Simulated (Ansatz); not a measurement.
TiAl₆⁺, relaxed as a doublet with UKS r2SCAN-D4/def2-SVP in Ansatz, starting from the GFN1-xTB geometry. Force threshold 0.02 eV/Å.

The charge 1 doublet is spin-contaminated (final ⟨S²⟩ up to 1.97, 0.75 for a pure state). Another isomer (doublet) lies 1.21 eV lower at PBE0-D4/def2-TZVP; other spin states weren't run for this one.

Start:

```xyz
7

Ti   -0.292   -0.143   -0.193
Al   -0.378   -1.280   -0.899
Al    1.993    2.134   -2.157
Al   -1.530    0.342   -0.361
Al   -0.065   -1.186    3.430
Al   -0.158   -0.407    0.887
Al    0.430    0.541   -0.708
```

(1) Estimate the energy that the relaxation releases and the steps that it takes.

(2) Does the start keep its bonding and symmetry?

(3) Predict the relaxed structure.

Results:

(1) 124.38 eV, in 49 steps; 8.6 min on 4 threads of Arm Neoverse V2 on a shared host. No frequencies were taken in this run, so the end may be a saddle point.

(2) Bonds lost: Al4–Al6 (atoms count from 1). Bonds formed: Ti1–Al5, Al2–Al3, Al2–Al5, Al3–Al6 (atoms count from 1). Metal–metal contacts that move far: Al6–Al7 1.95 to 2.93 Å, Al2–Al6 2.00 to 2.92 Å, Al2–Al7 2.00 to 2.90 Å. Point group C2v at the start, Cs at the end, both within 0.05 Å.

(3) 
```xyz
7

Ti   -1.4671   -0.0317    0.8920
Al    0.2320   -1.2300   -0.6037
Al    2.1156    0.7397   -1.0206
Al   -2.0005   -0.2028   -1.6794
Al    0.3181   -1.5798    2.0543
Al    1.1329    0.7179    1.3703
Al   -0.3309    1.5866   -1.0128
```
Bond lengths (bridged metal pairs left out): 8 × Al–Al 2.53 to 2.90 Å; 5 × Al–Ti 2.56 to 2.75 Å.
